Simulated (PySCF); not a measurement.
C₃H₅, charge +1, multiplicity 1.

```xyz
8

C      0.0045     1.3744     0.0000
C     -0.0303     0.1069     0.0000
C     -0.0175    -1.2972     0.0000
H     -0.9247     1.9528     0.0000
H      0.9495     1.9241     0.0000
H      1.0767    -1.5175     0.0000
H     -0.4212    -1.7321    -0.9194
H     -0.4212    -1.7321     0.9194
```
Charge +1, spin multiplicity 1.

The structure is a stationary point at TPSSh-D3(BJ)/def2-TZVP. The multiplicity is an assumed one; other spin states were not compared. The isomer is the one that the SMILES or the coordinates give; other isomers of the formula were not compared.

Method: PBE0/pcSseg-2 in PySCF. Non-relativistic, no solvent.

Computed absolute GIAO shielding of each atom: isotropic value and principal components (ppm):
| atom | σ(iso) | σ11 | σ22 | σ33 | span |
|---|---|---|---|---|---|
| C1 | 113.2 | -15.8 | 141.2 | 214.2 | 230.0 |
| C2 | -156.4 | -282.0 | -131.2 | -56.1 | 225.9 |
| C3 | 154.7 | 124.5 | 167.1 | 172.6 | 48.1 |
| H4 | 23.8 | 21.9 | 23.4 | 26.0 | 4.1 |
| H5 | 23.9 | 21.9 | 23.3 | 26.4 | 4.5 |
| H6 | 26.9 | 23.9 | 24.3 | 32.5 | 8.6 |
| H7 | 26.7 | 23.3 | 24.7 | 32.1 | 8.8 |
| H8 | 26.7 | 23.3 | 24.7 | 32.1 | 8.8 |
